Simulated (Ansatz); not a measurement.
Consider the formal exchange of groups at a Te–Si bond: `C[Te][SiH](O)F` + `CC` → `CC[Te]C` + `O[SiH2]F`.

Calculated with Ansatz (gas phase, PBE0-D4/def2-TZVP geometries, no zero-point term in ΔE). CBS: MP2 limit from def2 TZ/QZ plus the TZ coupled-cluster correction, frozen cores. This one scheme is used for every species. Functionals use def2-TZVPP. B3LYP here is the variant with VWN-RPA as its local correlation; programs differ in this. Elements past krypton have def2 core potentials. For Te outer-core shells are correlated without core-valence functions, which leaves a few kJ/mol of doubt a bond. Each species was taken in one conformer, which may not be the lowest.

```
             level  ΔE (kJ/mol)  difference from CCSD(T)/CBS
            PBE-D4         97.5                         11.9
         r2SCAN-D4         98.1                         12.5
           PBE0-D4         98.3                         12.7
          B3LYP-D4         92.0                          6.4
           ωB97X-V         90.3                          4.7
           ωB97M-V         91.3                          5.7
            B2PLYP         87.9                          2.3
               PBE         96.3                         10.7
            r2SCAN         97.8                         12.2
              PBE0         97.1                         11.5
             B3LYP         90.0                          4.4
     HF/def2-TZVPP         88.4                          2.8
    MP2/def2-TZVPP         83.9                         -1.7
SCS-MP2/def2-TZVPP         80.1                         -5.5
   CCSD/def2-TZVPP         83.4                         -2.2
CCSD(T)/def2-TZVPP         83.0                         -2.6
     HF/def2-QZVPP         87.7                          2.1
    MP2/def2-QZVPP         85.2                         -0.4
SCS-MP2/def2-QZVPP         81.5                         -4.1
      HF/CBS(def2)         87.6                          2.0
     MP2/CBS(def2)         86.5                          0.9
    CCSD/CBS(def2)         86.0                          0.4
       CCSD(T)/CBS         85.6                            0
```

Largest T1 diagnostic among the species: 0.011.

In def2-TZVPP, CCSD(T) changes the Hartree–Fock value by −5.5 kJ/mol (the triples alone add −0.4 kJ/mol) and MP2 by −4.5 kJ/mol.
